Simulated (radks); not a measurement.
The nuclear charge of neutral molybdenum is varied continuously with 42 electrons held in [Kr] 4d5 5s1. Method: scalar-relativistic Kohn-Sham, r2SCAN, spin-unpolarised, spherical densities, finite nucleus; meta-GGA in the generalised Kohn-Sham scheme; Fermi nuclear charge, rms radius 4.4091 fm; computed with a radial shooting solver on a logarithmic mesh with Libxc functionals. By the Hellmann-Feynman theorem dE/dZ = E(electron-nucleus)/Z, the electronic potential at the nucleus (averaged over a nucleus of fixed radius). The scalar-relativistic energy here is not variational (the density holds large components alone), so the two differ by a part that grows with Z.

[
 {"Z": "41.75", "E (hartree)": "-3991.15291", "E(electron-nucleus)/Z (hartree)": "-230.425", "HOMO": "4d", "e(HOMO) (eV)": "-1.725", "<r> HOMO (bohr)": "2.120"},
 {"Z": "42", "E (hartree)": "-4049.12952", "E(electron-nucleus)/Z (hartree)": "-232.331", "HOMO": "4d", "e(HOMO) (eV)": "-3.716", "<r> HOMO (bohr)": "1.992"},
 {"Z": "42.25", "E (hartree)": "-4107.58502", "E(electron-nucleus)/Z (hartree)": "-234.234", "HOMO": "5s", "e(HOMO) (eV)": "-5.623", "<r> HOMO (bohr)": "3.442"},
 {"Z": "42.5", "E (hartree)": "-4166.51854", "E(electron-nucleus)/Z (hartree)": "-236.132", "HOMO": "5s", "e(HOMO) (eV)": "-7.369", "<r> HOMO (bohr)": "3.294"},
 {"Z": "42.75", "E (hartree)": "-4225.92944", "E(electron-nucleus)/Z (hartree)": "-238.029", "HOMO": "5s", "e(HOMO) (eV)": "-9.249", "<r> HOMO (bohr)": "3.163"},
 {"Z": "43", "E (hartree)": "-4285.81729", "E(electron-nucleus)/Z (hartree)": "-239.924", "HOMO": "5s", "e(HOMO) (eV)": "-11.256", "<r> HOMO (bohr)": "3.046"}
]

The central difference of E at Z = 42 is -232.864 hartree, to compare with the third column; the second derivative is -7.66 hartree.
